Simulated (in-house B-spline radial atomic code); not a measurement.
The numbers below are computed, except where a source is named.
Ne in an electron gas of r_s = 1.8: phase shifts, screening and friction

A nucleus sits in a uniform electron gas with a rigid positive background. The Kohn-Sham equations are solved self-consistently in the spin-unpolarised LDA (PW92), non-relativistic, on B-splines with outgoing waves at the boundary and partial waves to l = 8. The model has no lattice, no bands and no magnetic solution. Atomic units; δ_l are the phase shifts at the Fermi level, counted so that each bound state adds π, and good to about 0.0005.

The density parameter is r_s = 1.8 bohr.

```csv
l,δ_l (rad)
0,5.3616
1,2.9063
2,0.2392
3,0.0453
4,0.0092
5,0.0021
6,0.0005
7,0.0001
8,0.0000
```

Bound levels below the band bottom (hartree): s -29.99, s -1.123, p -0.2999.

(1) Check the Friedel sum rule, and say where the screening charge sits.

(2) Find the transport cross section and the electronic stopping of a 1 keV Ne ion (mass 20.18 u).

Answers

(1) k_F = (9π/4)^(1/3)/r_s = 1.06620. The rule is Z = (2/π) Σ (2l + 1) δ_l. The terms are s 3.413, p 5.551, d 0.761, f 0.202 and 0.073 beyond, in all 10.000 against Z = 10. Bound states hold 4 s, 6 p, 0 d electrons, so the scattering states carry 0.00 in all; where a term is smaller than its bound count, the bound level has drawn weight out of the band.

(2) σ_tr = (4π/k_F²) Σ (l + 1) sin²(δ_l − δ_(l+1)). The terms for l = 0 to 3 are 0.4015, 0.4175, 0.1114, 0.0052, all together 0.9359, so σ_tr = 11.054 × 0.9359 = 10.346 bohr². With n = 3/(4π r_s³) = 0.04093, the friction coefficient is Q = n k_F σ_tr = 0.4515. For v well below v_F = 1.066, dE/dx = Q v; with 24801 eV per u at v = 1, v = √(1000/(24801 × 20.18)) = 0.0447, so dE/dx = 0.02018 hartree/bohr = 10.4 eV/nm. The largest term couples the p and d waves.
